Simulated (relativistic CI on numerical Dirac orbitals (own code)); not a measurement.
K⁺: what numerical and physical settings do to a radial Dirac CI calculation

Reference input:

```
atom K  Z=19  charge=1  electrons=18
nucleus A=39  rms_radius_fm=3.4349
hamiltonian dirac-coulomb  breit=on  qed=on  c_scale=1
orbitals kli  potential=per-configuration
slater_scale 1
correlation none
mixing on
grid step=0.0125 r_max=74.5
scf mixing=0.4 start=green max_iterations=150 tolerance=2e-08 node_fill=0.05
configurations
  [Ne] 3s2 3p6
  [Ne] 3s2 3p5 3d
  [Ne] 3s2 3p4 3d2
  [Ne] 3s2 3p5 4s
  [Ne] 3s2 3p5 4p
end
```

Computed lowest total energy -601.17962 Ha, first excitation 173632.5 cm⁻¹, 55 SCF steps. Runs with settings changed; * marks those that are bad on purpose:

| Changed | Outcome | Lowest level | ΔE (Ha) | First excitation (cm⁻¹) | SCF steps | Message |
| --- | --- | --- | --- | --- | --- | --- |
| start potential thomas-fermi | converged | 3p6 1S_0 | 2.14e-09 | 173632.5 | 56 |  |
| node fill of the KLI weights 0.01, start potential thomas-fermi | converged | 3p6 1S_0 | -0.000172 | 173789.1 | 56 |  |
| SCF mixing 0.1 | converged | 3p6 1S_0 | 9.26e-10 | 173632.5 | 63 |  |
| SCF tolerance 0.0001 | converged | 3p6 1S_0 | -1.32e-05 | 173636.0 | 32 |  |
| configuration list: no such shell * | refused |  |  |  | 0 | configuration [Ne] 3s2 3p5 2d: l must be smaller than n |
| grid step 0.002 * | refused |  |  |  | 0 | the grid has 9064 points, outside 40 to 4096 |

With so few configurations and no correlation, terms lie too far apart (by 10 to 50 % near neutrality), their order can be wrong, and levels of other configurations are missing.
